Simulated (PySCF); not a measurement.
Isomers of H5NSi2. Isolated molecules, 0 K electronic values unless said otherwise. Strings in code marks are SMILES.

All values below come from ωB97X-D3(BJ)/def2-TZVP // PBE0-D3(BJ)/def2-TZVP run with PySCF. All candidates: neutral, multiplicity 1. Excitations are Tamm–Dancoff values on a coarser integration grid. The basis has no diffuse functions, so Rydberg states are missing or too high.

The HOMO–LUMO gap is 9.69 eV and the S1 excitation (TDA) comes out as 3.91 eV. The T1 excitation (TDA) comes out as 3.27 eV.

### Question
Name which member has these values.
A. `[H]/N=[SiH]\[SiH3]`
B. `[SiH2]=N[SiH3]`
C. `N[SiH]=[SiH2]`

### Answer
A, `[H]/N=[SiH]\[SiH3]`. The others give `[SiH2]=N[SiH3]`: 9.71 eV, 3.92 eV, 3.62 eV; `N[SiH]=[SiH2]`: 7.84 eV, 4.18 eV, 1.89 eV
